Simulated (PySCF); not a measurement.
All values below come from ωB97X-D3(BJ)/def2-TZVP // PBE0-D3(BJ)/def2-TZVP run with PySCF. Isolated molecules, 0 K electronic values unless said otherwise. Excitations are Tamm–Dancoff values on a coarser integration grid. The basis has no diffuse functions, so Rydberg states are missing or too high.

Reference species (SMILES): `C1[SiH]=[SiH][SiH2]1` (neutral, multiplicity 1).

```json
{
 "HOMO–LUMO gap": "8.16 eV",
 "brightest of the four lowest singlets (TDA)": "4.08 eV",
 "HOMO": "-7.83 eV"
}
```

Changed species: `C=[Si]1[SiH2][SiH2]1`.

Problem. What does the change do to the HOMO–LUMO gap, brightest of the four lowest singlets (TDA) and HOMO?

Solution. the HOMO–LUMO gap rises by 0.29 eV, to 8.45 eV; the brightest of the four lowest singlets (TDA) rises by 0.50 eV, to 4.58 eV; the HOMO decreases by 1.06 eV, to -8.89 eV.
